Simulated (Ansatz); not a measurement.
`F[SiH](Cl)[SiH2][SiH3]` + `O[SiH2]O` → `O[SiH2]O[SiH2][SiH3]` + `F[SiH2]Cl`  (cleavage of the Si–Si bond)

Gas-phase electronic energies from Ansatz, PBE0-D4/def2-TZVP geometries. CCSD(T)/CBS is the MP2 limit (def2-TZVPP, def2-QZVPP) plus CCSD(T) − MP2 in def2-TZVPP, frozen cores. This one scheme is used for every species. One conformer a species, not always the lowest.

```csv
species,CCSD(T)/CBS(def2) energy (Eh)
`F[SiH](Cl)[SiH2][SiH3]`,-1430.52280
`O[SiH2]O`,-441.92975
`O[SiH2]O[SiH2][SiH3]`,-1022.52676
`F[SiH2]Cl`,-849.96195
```

Task: Work out ΔE.

Result: ΔE = (-1022.52676) + (-849.96195) − (-1430.52280) − (-441.92975) = -0.03616 Eh = -22.7 kcal/mol.

Largest T1 diagnostic among the species: 0.012.

In def2-TZVPP, CCSD(T) changes the Hartree–Fock value by +6.4 kcal/mol (the triples alone add +1.0 kcal/mol) and MP2 by +5.1 kcal/mol. From PBE to PBE0 (25 % exact exchange), in def2-TZVPP and without D4, ΔE moves by −2.2 kcal/mol.
